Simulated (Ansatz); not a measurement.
`OC(O)=[CH][SnH3]` at its PBE0-D4/def2-TZVP geometry, where that method's forces vanish. Total charge 0; spin multiplicity 1. Sn: def2 effective core potential.

```xyz
11

O    -1.5479   -0.8357   -0.3653
C    -0.2356   -1.0532   -0.5863
O    -0.0669   -2.2011   -1.2557
C     0.7893   -0.2766   -0.2170
Sn    0.5655    1.5208    0.8300
H    -1.6632   -0.0065    0.1178
H    -0.9359   -2.5871   -1.4130
H     1.7743   -0.6305   -0.4921
H    -1.1348    1.7127    1.0599
H     1.3123    1.4880    2.3644
H     1.1429    2.8691   -0.0427
```

Problem. What forces (eV/Å) does r2SCAN-D4/def2-TZVPP give on these atoms in Ansatz? (An estimate is asked.)

Solution. Ansatz gave: 
```
O1  -0.324 -0.017  0.015
C2   0.071  0.081  0.043
O3   0.076 -0.251 -0.151
C4   0.209  0.112  0.048
Sn5 -0.013  0.048  0.028
H6   0.011  0.046  0.025
H7  -0.040 -0.015 -0.006
H8  -0.003  0.001  0.001
H9   0.014 -0.004 -0.003
H10 -0.001  0.002 -0.006
H11  0.000 -0.004  0.004
```
